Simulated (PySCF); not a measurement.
MoO₂, SMILES [Mo](=[O])=[O] (connectivity only; charge and spin as stated), neutral, multiplicity 3.

Coordinates come from a B3LYP-D3(BJ)/def2-TZVP optimisation. The spin state was assumed, not searched. The def2 effective core potentials stand for the cores of Mo; spin–orbit coupling is left out.

Computed with B3LYP-D3(BJ)/def2-TZVP run with PySCF.

Frequencies are harmonic and unscaled.

Computed harmonic wavenumbers and intensities:
```csv
mode,ν (cm⁻¹),IR (km/mol),moving atoms (share of kinetic energy)
1,308,0.0,"O 86 %, Mo 14 %"
2,956,270.3,"O 81 %, Mo 19 %"
3,1011,86.3,"O 89 %, Mo 11 %"
```
